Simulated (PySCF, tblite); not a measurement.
Species: C6H8F2.
SMILES with atom numbers: `[F:1][C@@:2]12[CH2:3][CH2:4][CH2:5][C@:6]1([F:7])[CH2:8]2` (hydrogens: H9, H10 on C3; H11, H12 on C4; H13, H14 on C5; H15, H16 on C8)

Computed with GFN2-xTB (tblite), gas phase: Langevin dynamics at 200 K from the optimised GFN2-xTB geometry, time step 0.5 fs, friction 0.01 fs⁻¹, 2000 steps. Over the second half of the run the saved frames average 200 K.

Frame at 250 fs, instantaneous temperature 232 K:
```
atom  x, y, z in Å
F1      1.412    0.791   -1.355
C2      0.553    0.234   -0.401
C3     -0.651    1.058   -0.049
C4     -1.615    0.102    0.700
C5     -1.231   -1.287    0.250
C6      0.199   -1.226   -0.259
F7      0.656   -2.167   -1.106
C8      1.129   -0.568    0.698
H9     -0.410    1.939    0.567
H10    -1.117    1.386   -1.006
H11    -1.474    0.188    1.773
H12    -2.592    0.364    0.520
H13    -1.829   -1.609   -0.532
H14    -1.264   -2.048    1.002
H15     2.157   -0.850    0.604
H16     0.694   -0.410    1.695
```

Frame at 425 fs, instantaneous temperature 185 K:
```
atom  x, y, z in Å
F1      1.159    0.553   -1.069
C2      0.240    0.129   -0.094
C3     -0.913    1.049    0.300
C4     -1.871    0.112    1.020
C5     -1.771   -1.261    0.380
C6     -0.205   -1.277    0.013
F7      0.089   -2.219   -0.937
C8      0.736   -0.741    1.013
H9     -0.656    1.897    0.961
H10    -1.393    1.442   -0.593
H11    -1.569    0.007    2.066
H12    -2.838    0.619    0.996
H13    -2.360   -1.269   -0.558
H14    -2.080   -2.121    1.015
H15     1.721   -1.128    0.899
H16     0.430   -0.598    2.026
```

Frame at 625 fs, instantaneous temperature 192 K:
```
atom  x, y, z in Å
F1      1.395    0.588   -0.761
C2      0.378    0.134   -0.078
C3     -0.809    1.087   -0.025
C4     -1.983    0.219    0.466
C5     -1.650   -1.222    0.034
C6     -0.110   -1.276    0.049
F7      0.356   -2.391   -0.602
C8      0.698   -0.637    1.157
H9     -0.555    1.905    0.638
H10    -1.017    1.493   -1.036
H11    -2.142    0.265    1.555
H12    -2.908    0.587   -0.021
H13    -2.034   -1.333   -0.999
H14    -2.197   -1.968    0.645
H15     1.753   -1.020    1.307
H16     0.270   -0.459    2.091
```

Frame at 800 fs, instantaneous temperature 233 K:
```
atom  x, y, z in Å
F1      1.729    0.380   -0.421
C2      0.613    0.148    0.331
C3     -0.502    1.170    0.194
C4     -1.797    0.392    0.535
C5     -1.583   -1.072    0.294
C6     -0.056   -1.210    0.436
F7      0.474   -2.368   -0.099
C8      0.629   -0.605    1.648
H9     -0.289    2.015    0.824
H10    -0.553    1.591   -0.796
H11    -2.124    0.555    1.607
H12    -2.611    0.720   -0.121
H13    -1.804   -1.242   -0.745
H14    -2.087   -1.776    0.902
H15     1.542   -1.027    1.981
H16     0.114   -0.202    2.456
```

Frame at 1000 fs, instantaneous temperature 227 K:
```
atom  x, y, z in Å
F1      1.923    0.888    0.001
C2      0.701    0.550    0.452
C3     -0.463    1.420    0.046
C4     -1.729    0.573   -0.034
C5     -1.326   -0.870    0.086
C6      0.157   -0.865    0.483
F7      0.883   -1.936    0.139
C8      0.653   -0.193    1.766
H9     -0.680    2.251    0.677
H10    -0.209    1.815   -0.915
H11    -2.400    0.813    0.806
H12    -2.202    0.818   -0.987
H13    -1.260   -1.355   -0.846
H14    -1.895   -1.544    0.740
H15     1.657   -0.523    2.024
H16     0.029    0.036    2.586
```

**Question.** What do single points at PBE0/pcSseg-1 (PySCF, gas phase) give on these frames?

**Answer.** 
| t (fs) | GFN2-xTB E above start (eV) | DFT E above lowest frame (eV) | HOMO (eV) | LUMO (eV) | dipole (D) |
| --- | --- | --- | --- | --- | --- |
| 250 | 0.36 | 0.02 | -7.57 | 1.22 | 2.99 |
| 425 | 0.39 | 0.02 | -7.86 | 1.10 | 3.09 |
| 625 | 0.35 | 0.00 | -7.67 | 1.18 | 2.56 |
| 800 | 0.31 | 0.00 | -7.65 | 1.24 | 2.91 |
| 1000 | 0.40 | 0.04 | -7.53 | 1.20 | 2.66 |

Both levels order the frames alike by energy; measured from each level's lowest frame they differ by 0.06 eV at most. The HOMO–LUMO gap runs from 8.73 to 8.96 eV. These are instantaneous structures, not minima.

**Question.** And the isotropic GIAO shieldings (ppm) from the same runs?

**Answer.** 
```tsv
atom	250 fs	425 fs	625 fs	800 fs	1000 fs	mean	range
F1	389.5	393.4	406.8	403.1	390.4	396.6	17.3
C2	95.4	100.3	106.4	100.4	100.4	100.6	11.0
C3	149.8	148.0	149.1	152.8	155.7	151.1	7.7
C4	173.6	166.0	166.5	167.8	171.9	169.2	7.6
C5	159.6	144.4	147.5	156.3	156.8	152.9	15.2
C6	100.8	93.8	95.8	93.5	96.0	96.0	7.3
F7	408.3	392.0	391.4	384.2	383.5	391.9	24.8
C8	165.1	172.2	167.6	169.2	159.8	166.8	12.4
H9	29.4	29.2	29.7	30.0	30.2	29.7	1.0
H10	28.7	29.3	28.9	29.6	29.8	29.3	1.1
H11	31.2	30.9	30.4	29.9	30.3	30.5	1.3
H12	31.7	30.0	29.7	29.8	29.6	30.2	2.1
H13	30.9	28.8	28.6	29.6	30.1	29.6	2.3
H14	30.6	29.0	29.1	30.3	29.6	29.7	1.6
H15	30.1	30.4	28.9	30.5	30.0	30.0	1.6
H16	30.8	31.0	31.7	32.1	31.1	31.3	1.3
```

The cost below is that of the whole dynamics run. Time: 10 s; peak memory 0.18 GiB. Hardware: an Arm Neoverse V1 with one thread, shared host with 32 logical CPUs at a one-minute load of 11.
